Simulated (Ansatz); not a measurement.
CH₃Cl₃Ge (`Cl[CH2][GeH]([Cl])[Cl]`), 8 atoms. Charge 0, multiplicity 1. Correlated methods include outer-core shells of Ge, which these sets cover unevenly. Scalar relativity is left out up to krypton. All runs use 4 threads of an Arm Neoverse V2 on a shared host. Correlated methods freeze the cores.

Q: Give the basis size and wall time and peak host memory of each of these runs in Ansatz. RKS ωB97M-V/def2-SVP energy; RKS ωB97M-V/def2-TZVPP energy and forces; RHF-CCSD(T)/def2-TZVPP energy; RKS ωB97X-V/def2-TZVPP energy; RKS ωB97M-V/def2-QZVPP energy; RKS LC-ωPBE/def2-TZVPP energy; RKS PBE0-D4/def2-TZVP frequencies; RKS PBE0-D4/def2-SVP energy; RHF-CCSD(T)/def2-SVP energy; direct RPA on PBE orbitals/def2-TZVPP energy; RKS PBE0-D4/def2-QZVPP energy; RKS SPW92 (LDA)/def2-TZVPP energy. (Estimate.)

A: Ansatz gave: Other jobs shared the machine, so times are rough.

| level | job | functions | wall time | peak host memory (GiB) |
| --- | --- | --- | --- | --- |
| RKS SPW92 (LDA)/def2-TZVPP | energy | 247 | 1.2 s | 0.39 |
| RKS PBE0-D4/def2-SVP | energy | 115 | 1.3 s | 0.28 |
| RKS LC-ωPBE/def2-TZVPP | energy | 247 | 2.5 s | 0.55 |
| direct RPA on PBE orbitals/def2-TZVPP | energy | 247 | 4.1 s | 0.57 |
| RKS ωB97M-V/def2-SVP | energy | 115 | 4.7 s | 0.41 |
| RHF-CCSD(T)/def2-SVP | energy | 115 | 5.5 s | 0.52 |
| RKS ωB97X-V/def2-TZVPP | energy | 247 | 8 s | 1.2 |
| RKS PBE0-D4/def2-QZVPP | energy | 446 | 10 s | 2.3 |
| RKS ωB97M-V/def2-TZVPP | energy and forces | 247 | 12 s | 1.2 |
| RKS ωB97M-V/def2-QZVPP | energy | 446 | 20 s | 2.6 |
| RKS PBE0-D4/def2-TZVP | frequencies | 208 | 2.1 min | 0.74 |
| RHF-CCSD(T)/def2-TZVPP | energy | 247 | 2.8 min | 4.8 |

LC-ωPBE has ω = 0.4 bohr⁻¹.
